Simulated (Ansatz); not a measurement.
Other settings, tried on Li8Cl8 (started as a model of: 2x2x4 LiCl rock-salt block).

```yaml
crystal:
  periodic: [false, false, false]
  atoms:
    - {symbol: Li, position_ang: [-1.010146, -1.004098, -3.377149]}
    - {symbol: Cl, position_ang: [-1.356982, -1.350856, -1.126834]}
    - {symbol: Li, position_ang: [-1.102533, -1.099480, 1.201569]}
    - {symbol: Cl, position_ang: [-1.272576, -1.271084, 3.550962]}
    - {symbol: Cl, position_ang: [-1.274228, 1.275394, -3.548947]}
    - {symbol: Li, position_ang: [-1.100795, 1.103550, -1.199723]}
    - {symbol: Cl, position_ang: [-1.350036, 1.355878, 1.129284]}
    - {symbol: Li, position_ang: [-1.000686, 1.007509, 3.378968]}
    - {symbol: Cl, position_ang: [1.268319, -1.276204, -3.550471]}
    - {symbol: Li, position_ang: [1.098395, -1.103460, -1.201270]}
    - {symbol: Cl, position_ang: [1.351886, -1.355721, 1.126962]}
    - {symbol: Li, position_ang: [1.006807, -1.007084, 3.377209]}
    - {symbol: Li, position_ang: [1.004485, 1.003385, -3.379040]}
    - {symbol: Cl, position_ang: [1.354610, 1.351046, -1.129399]}
    - {symbol: Li, position_ang: [1.104446, 1.099753, 1.199435]}
    - {symbol: Cl, position_ang: [1.279024, 1.271495, 3.548443]}
basis:
  gaussian: {orbitals: "6-31++G**"}
hamiltonian: {xc: {name: HF}}
scf: {lower_state_search: light}
output: {forces: true}
```

```sh
$ ansatz run in.yaml --threads 4 --pin off --events-out ev --progress --plain --max-ram 6963MiB
```

Shortened log:

```
Functional definition: HF
2993 factors; integrals over basis functions are off by at most 3.2e-4 eV
mean field evaluation 1: about -101673.7048 eV, gradient 3.1e1 eV
mean field evaluation 2: about -101674.1372 eV, gradient 3.1e1 eV
mean field evaluation 4: about -101677.2807 eV, gradient 1.3e0 eV
mean field evaluation 8: about -101677.3067 eV, gradient 2.3e-4 eV
mean field -101677.30671878 eV, -3736.5721025612 hartree, gradient 1.8e-5 eV, S^2 0.000000; 0 other end points of the search recorded, 0 dependent functions left out
reference -101677.30671878 eV, -3736.5721025612 hartree; 80, 80 occupied and 256, 256 virtual orbitals, 2993 factors
Total energy: -101677.30671878 eV, -3736.5721025612 hartree
Atom 0 at    -1.010146    -1.004098    -3.377149 Å, force    -0.113300    -0.112793    -0.120905 eV/Å
Atom 1 at    -1.356982    -1.350856    -1.126834 Å, force    -0.202981    -0.202474    -0.016548 eV/Å
Atom 2 at    -1.102533    -1.099480     1.201569 Å, force    -0.114842    -0.114435     0.011012 eV/Å
Atom 3 at    -1.272576    -1.271084     3.550962 Å, force    -0.183455    -0.182827     0.159367 eV/Å
Atom 4 at    -1.274228     1.275394    -3.548947 Å, force    -0.183121     0.183672    -0.158979 eV/Å
Atom 5 at    -1.100795     1.103550    -1.199723 Å, force    -0.114434     0.114811    -0.010777 eV/Å
Atom 6 at    -1.350036     1.355878     1.129284 Å, force    -0.202372     0.203113     0.016814 eV/Å
Atom 7 at    -1.000686     1.007509     3.378968 Å, force    -0.112691     0.113161     0.121124 eV/Å
Atom 8 at     1.268319    -1.276204    -3.550471 Å, force     0.182751    -0.183561    -0.159409 eV/Å
Atom 9 at     1.098395    -1.103460    -1.201270 Å, force     0.114436    -0.114913    -0.011053 eV/Å
Atom 10 at     1.351886    -1.355721     1.126962 Å, force     0.202395    -0.202977     0.016581 eV/Å
Atom 11 at     1.006807    -1.007084     3.377209 Å, force     0.112835    -0.113239     0.121006 eV/Å
Atom 12 at     1.004485     1.003385    -3.379040 Å, force     0.113038     0.112740    -0.121183 eV/Å
Atom 13 at     1.354610     1.351046    -1.129399 Å, force     0.203149     0.202330    -0.016874 eV/Å
Atom 14 at     1.104446     1.099753     1.199435 Å, force     0.114911     0.114382     0.010771 eV/Å
Atom 15 at     1.279024     1.271495     3.548443 Å, force     0.183681     0.183010     0.159052 eV/Å
Dipole moment:    -0.000036     0.000094    -0.000003 e Å
```

Hardware: 4 threads of Arm Neoverse V2 on a shared host. Wall time 20 s, peak host memory 2.2 GiB.

The 6-31G sets use Cartesian d functions.
